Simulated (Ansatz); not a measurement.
## Ligand exchange: C3H9B + H2S2 → C3H9BS + H2S

Species: C3H9B `BC(C)C`, singlet; H2S2 `SS`, singlet; C3H9BS `CC(C)BS`, singlet; H2S (hydrogen sulfide) `S`, singlet. The partners trade H for SH: B–H and S–SH bonds give way to B–SH and S–H.

Shapes, held fixed at every level: PBE0-D4/def2-TZVP. Flexible molecules stand in one conformer, not always the lowest. Programs: Ansatz 0.2.0. The zero-point and thermal change to 298 K, harmonic and unscaled (PBE0-D4/def2-TZVP), is +2.1 kJ/mol.

| level | kind | ΔH(298 K) (kJ/mol) | less CCSD(T)/CBS estimate | CPU time (sum over the molecules) |
| --- | --- | --- | --- | --- |
| B3LYP-D4/def2-TZVPP | global hybrid | -139.1 | +6.1 | 47 s |
| PBE0-D4/def2-TZVPP | global hybrid | -142.9 | +2.3 | 29 s |
| r2SCAN0-D4/def2-TZVPP | global hybrid | -145.8 | -0.6 | 48 s |
| B2PLYP/def2-TZVPP | double hybrid | -142.7 | +2.5 | 79 s |
| MP2/def2-TZVPP | perturbation theory | -155.5 | -10.3 | – |
| CCSD(T)/def2-TZVPP | coupled cluster or CI | -152.6 | -7.4 | 32 min |
| CCSD/def2-TZVPP | coupled cluster or CI | -149.7 | -4.5 | – |
| CCSD(T)/CBS estimate | coupled cluster or CI | -145.2 | 0.0 | 36 min |

The highest level, CCSD(T)/CBS estimate, gives ΔH(298 K) = -145.2 kJ/mol; the levels span -155.5 to -139.1. The column of differences is taken from that level and isn't an error. No measured value is set beside it here. The CBS estimate extrapolates MP2 from def2-TZVPP and def2-QZVPP and adds CCSD(T) − MP2 in the triple-zeta set, cores frozen. Times are processor times on shared x86 and Arm servers, and rough.
